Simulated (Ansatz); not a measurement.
VO6H12³⁺, that is [V(H2O)6]2+ with one electron fewer. The state is a triplet with charge 3. Geometry PBE-D4/def2-SVP, that of the charge +2 quartet; atoms count from 1.

Cartesian coordinates in Å:
```
V 0.0018 0.0004 0.0006
O -0.5315 0.8304 1.8931
H -0.1867 1.6704 2.2561
H -1.1042 0.4447 2.5849
O 0.5351 -0.8354 -1.8895
H 0.1934 -1.6800 -2.2446
H 1.1091 -0.4557 -2.5836
O 1.6630 -1.0147 0.8735
H 1.9560 -0.9884 1.8056
H 2.3039 -1.5794 0.3981
O -1.6598 1.0116 -0.8776
H -2.3061 1.5739 -0.4065
H -1.9431 0.9892 -1.8130
O 1.2020 1.7343 -0.3329
H 0.9223 2.5436 -0.8050
H 2.1594 1.8327 -0.1614
O -1.2081 -1.7267 0.3334
H -2.1664 -1.8130 0.1600
H -0.9401 -2.5380 0.8087
```

(1) Estimate the Mulliken populations from the PBE0/def2-TZVP orbitals of Ansatz.

(2) Where does the spin sit?

(3) And the Mayer bond orders between heavy atoms (over 0.3)?

## Answers

(1) 
| atom | charge (e) | spin (α − β) | d electrons |
| --- | --- | --- | --- |
| V1 | 1.20 | 2.08 | 3.03 |
| O2 | -0.58 | -0.01 | – |
| H3 | 0.44 | 0.00 | – |
| H4 | 0.44 | 0.00 | – |
| O5 | -0.58 | -0.01 | – |
| H6 | 0.44 | 0.00 | – |
| H7 | 0.44 | 0.00 | – |
| O8 | -0.58 | -0.01 | – |
| H9 | 0.44 | 0.00 | – |
| H10 | 0.44 | 0.00 | – |
| O11 | -0.58 | -0.01 | – |
| H12 | 0.44 | 0.00 | – |
| H13 | 0.44 | 0.00 | – |
| O14 | -0.58 | -0.01 | – |
| H15 | 0.44 | 0.00 | – |
| H16 | 0.44 | 0.00 | – |
| O17 | -0.58 | -0.01 | – |
| H18 | 0.44 | 0.00 | – |
| H19 | 0.44 | 0.00 | – |
Mulliken values depend strongly on the basis.

(2) Summed by element: V 2.08, O -0.08, H 0.00, of 2 unpaired in all. Largest on single atoms: V1 2.08, O8 -0.01, O11 -0.01.

(3) V1–O2 0.49 (2.13 Å); V1–O5 0.49 (2.13 Å); V1–O8 0.49 (2.13 Å); V1–O11 0.49 (2.13 Å); V1–O14 0.49 (2.13 Å); V1–O17 0.49 (2.13 Å).
